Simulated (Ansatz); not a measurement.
```csv
atom,x (Å),y (Å),z (Å)
S,-0.0036,0.0084,0.0040
F,1.5846,0.0059,0.0071
F,-1.5737,-0.0072,-0.0004
F,0.0091,1.5808,-0.0042
F,0.0012,-1.5876,-0.0071
F,-0.0038,0.0070,1.5746
F,-0.0032,-0.0093,-1.5787
```

Basis set: STO-3G (spherical functions). Frozen core: 11 orbitals. Charge 0, multiplicity 1.

Computed with Ansatz (development build ahead of 0.2.0); each method stands on the lowest determinant of its kind that the runs found. Restricted open shells among the atoms or ions are ROHF, correlated in semicanonical orbitals with singles.

(1) Give the atomization energy at this shape (free ground-state atoms in the same class of orbitals less the molecule, no zero-point energy) of singlet SF6 by RHF-MP2, RHF.

Results:

(1)

```json
{"method": "RHF-MP2", "atomization energy": "-0.07 eV"}
{"method": "RHF", "atomization energy": "-3.75 eV"}
```

Caution for RHF: the molecule lies well above its atoms at this level.

This basis has no polarisation functions and is too small for such energies, which can lie far from measured ones in either direction.
